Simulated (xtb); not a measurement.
GaI$_{3}$, triplet, at a GFN2-xTB geometry (such geometries of metal compounds can be far from the true shape) (a higher spin typed on purpose: for a closed-shell molecule this is an excited state); GFN2-xTB run with xtb.

xtb was given this input:
```
$ xtb mol.xyz --gfn 2 --uhf 2 --grad --json

# file mol.xyz
4

Ga     0.31979450    -0.42253998    -0.80169013
I     -2.10231891    -1.34581990     0.09531012
I     -0.05096154     2.28786116    -1.00157590
I      1.96623084    -0.69489523     1.37517888
```

Output, abridged:

```
   ID    Z sym.   atoms
    1   31 Ga     1
    2   53 I      2-4

           -------------------------------------------------
          |                Calculation Setup                |
           -------------------------------------------------

           -------------------------------------------------
          |                 G F N 2 - x T B                 |
           -------------------------------------------------

          ...................................................
          :                      SETUP                      :
          :.................................................:
          :  # basis functions                  40          :
          :  # atomic orbitals                  36          :
          :  # shells                           12          :
          :  # electrons                        24          :
          :  max. iterations                   250          :
          :  Hamiltonian                  GFN2-xTB          :
          :  restarted?                      false          :
          :  GBSA solvation                  false          :
          :  PC potential                    false          :
          :  electronic temp.          300.0000000     K    :
          :  accuracy                    1.0000000          :
          :  -> integral cutoff          0.2500000E+02      :
          :  -> integral neglect         0.1000000E-07      :
          :  -> SCF convergence          0.1000000E-05 Eh   :
          :  -> wf. convergence          0.1000000E-03 e    :
          :  Broyden damping             0.4000000          :
          :  net charge                          0          :
          :  unpaired electrons                  2          :
          ...................................................

 iter      E             dE          RMSdq      gap      omega  full diag
   1    -12.7284676 -0.127285E+02  0.978E+00    6.28       0.0  T
   2    -12.7360260 -0.755846E-02  0.431E+00    6.41       1.0  T
   3    -12.7374856 -0.145961E-02  0.350E+00    6.37       1.0  T
   4    -12.7390921 -0.160641E-02  0.123E+00    6.37       1.0  T
   5    -12.7391516 -0.595660E-04  0.495E-01    6.37       1.0  T
   6    -12.7392191 -0.674562E-04  0.176E-01    6.37       1.0  T
   7    -12.7385173  0.701761E-03  0.919E-01    6.37       1.0  T
   8    -12.7392142 -0.696841E-03  0.140E-01    6.37       1.0  T
   9    -12.7392007  0.134135E-04  0.171E-01    6.37       1.0  T
  10    -12.7392236 -0.228600E-04  0.412E-02    6.37       1.2  T
  11    -12.7392242 -0.614741E-06  0.254E-02    6.37       2.0  T
  12    -12.7392247 -0.437196E-06  0.118E-02    6.37       4.2  T
  13    -12.7392248 -0.134488E-06  0.297E-03    6.37      16.9  T
  14    -12.7392248 -0.485049E-08  0.809E-04    6.37      61.8  T
  15    -12.7392248 -0.286072E-09  0.437E-04    6.37     114.4  T

   *** convergence criteria satisfied after 15 iterations ***

 transition dipole moment (au) for excitation:          12          13
     X       Y       Z
   0.0000  -0.0000   0.0000  total (au/Debye):    0.000   0.000
 dE (eV)             :    1.684
 oscillator strength :  0.50469E-10

         :::::::::::::::::::::::::::::::::::::::::::::::::::::
         ::                     SUMMARY                     ::
         :::::::::::::::::::::::::::::::::::::::::::::::::::::
         :: total energy             -12.735438746547 Eh    ::
         :: gradient norm              0.000005374075 Eh/a0 ::
         :: HOMO-LUMO gap              6.371532786030 eV    ::
         ::.................................................::
         :: SCC energy               -12.739222618811 Eh    ::
         :: -> isotropic ES            0.004499636875 Eh    ::
         :: -> anisotropic ES          0.003348127972 Eh    ::
         :: -> anisotropic XC         -0.011023730266 Eh    ::
         :: -> dispersion             -0.005817132463 Eh    ::
         :: repulsion energy           0.003783872264 Eh    ::
[...]
         2        2.0000           -0.7747140             -21.0810
         3        2.0000           -0.7694303             -20.9373
         4        2.0000           -0.5546122             -15.0918
         5        2.0000           -0.4686307             -12.7521
         6        2.0000           -0.4686307             -12.7521
         7        2.0000           -0.4607609             -12.5379
         8        2.0000           -0.4596480             -12.5077
         9        2.0000           -0.4596480             -12.5077
        10        1.7506           -0.4498307             -12.2405
        11        1.7506           -0.4498306             -12.2405
        12        1.4988           -0.4487795             -12.2119
        13        1.0000           -0.3869104             -10.5284 (HOMO)
        14                         -0.1527608              -4.1568 (LUMO)
        15                         -0.1527608              -4.1568
        16                         -0.1305223              -3.5517
        17                         -0.0367075              -0.9989
        18                         -0.0367075              -0.9989
        19                         -0.0299953              -0.8162
        20                         -0.0254728              -0.6931
        21                         -0.0254727              -0.6931
        22                         -0.0182598              -0.4969
        23                         -0.0182597              -0.4969
        24                         -0.0176663              -0.4807
       ...                                ...                  ...
        36                          1.4848539              40.4049
      -------------------------------------------------------------
                  HL-Gap            0.2341495 Eh            6.3715 eV
             Fermi-level           -0.3593098 Eh           -9.7773 eV

     #   Z          covCN         q      C6AA      α(0)
     1  31 Ga       2.459     0.128   215.496    32.920
     2  53 I        0.836    -0.043   374.778    33.420
     3  53 I        0.836    -0.043   374.778    33.420
     4  53 I        0.836    -0.043   374.778    33.420

 Mol. C6AA /au·bohr⁶  :       5251.658764
 Mol. C8AA /au·bohr⁸  :     503035.890129
 Mol. α(0) /au        :        133.180043

Wiberg/Mayer (AO) data.
largest (>0.10) Wiberg bond orders for each atom

 ---------------------------------------------------------------------------
     #   Z sym  total        # sym  WBO       # sym  WBO       # sym  WBO
 ---------------------------------------------------------------------------
     1  31 Ga   2.671 --     2 I    0.890     3 I    0.890     4 I    0.890
     2  53 I    1.102 --     1 Ga   0.890     4 I    0.106     3 I    0.106
     3  53 I    1.102 --     1 Ga   0.890     4 I    0.106     2 I    0.106
     4  53 I    1.102 --     1 Ga   0.890     3 I    0.106     2 I    0.106
 ---------------------------------------------------------------------------

Topologies differ in total number of bonds
Writing topology from bond orders to xtbtopo.mol

molecular dipole:
                 x           y           z       tot (Debye)
 q only:        0.092      -0.122      -0.231
   full:        0.525      -0.694      -1.317       4.012
molecular quadrupole (traceless):
                xx          xy          yy          xz          yz          zz
 q only:       -0.608      -0.399      -0.382      -0.758       1.001       0.990
  q+dip:       -4.155      -2.731      -2.614      -5.183       6.848       6.769
   full:       -4.229      -2.780      -2.660      -5.275       6.969       6.889

           -------------------------------------------------
          | TOTAL ENERGY              -12.735438746547 Eh   |
          | GRADIENT NORM               0.000005374075 Eh/α |
          | HOMO-LUMO GAP               6.371532786030 eV   |
           -------------------------------------------------

normal termination of xtb
```
